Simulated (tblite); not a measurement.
Task: Give a GFN2-xTB geometry of `C=CC[C@H](C#N)S[SiH3]`.

Result: 
```
atom  x, y, z in Å
C1    -3.1666    0.0188    0.1244
C2    -1.9354   -0.1558    0.5652
C3    -0.7314    0.5089   -0.0281
C4     0.1750   -0.5304   -0.7032
C5     0.6967   -1.4755    0.2397
N6     1.1474   -2.1948    1.0074
S7     1.5838    0.2737   -1.5959
Si8    3.0272    0.6747   -0.0473
H9    -3.3866    0.6785   -0.6994
H10   -4.0070   -0.4823    0.5727
H11   -1.7324   -0.8261    1.3905
H12   -1.0286    1.2426   -0.7792
H13   -0.1650    1.0203    0.7554
H14   -0.3758   -1.0600   -1.4866
H15    3.9205    1.5892   -0.7348
H16    3.6491   -0.5781    0.3485
H17    2.3221    1.3083    1.0608
```

Any rigid rotation of these coordinates is as good. Atoms count from 1 in this order. The 4 C–C bonds span 1.319 Å (C1=C2, drawn double) to 1.535 Å (C3–C4, drawn single), a spread of 0.216 Å. Of the pairs four or more bonds apart, C5···H11 is among the closest relative to their van der Waals radii: 2.77 Å, 95 % of the sum of Bondi's values. S7 (sulfur bonded to C and Si) is bent (angle 104.1°). Si8 (SiH3 silicon) is distorted tetrahedral (angles from 100.9° to 114.1°).

Bonds between heavy atoms (Å): C1=C2 1.319, C2–C3 1.498, C3–C4 1.535, C4–C5 1.433, C5≡N6 1.145, C4–S7 1.852, S7–Si8 2.155.

Structure optimised with GFN2-xTB, isolated species.

Point group: C1 (no symmetry element, even within 0.4 Å). Its GFN2-xTB frequencies are all real (lowest 36 cm⁻¹). The numbers are those of one conformer (C1–C2–C3–C4 -113°, C2–C3–C4–C5 -63°, C3–C4–S7–Si8 81°). 3 starts were optimised and ended at 0.00, 1.02 and 1.32 kcal/mol (GFN2-xTB); the lowest of these is shown.

The numbers are calculated, not measured.
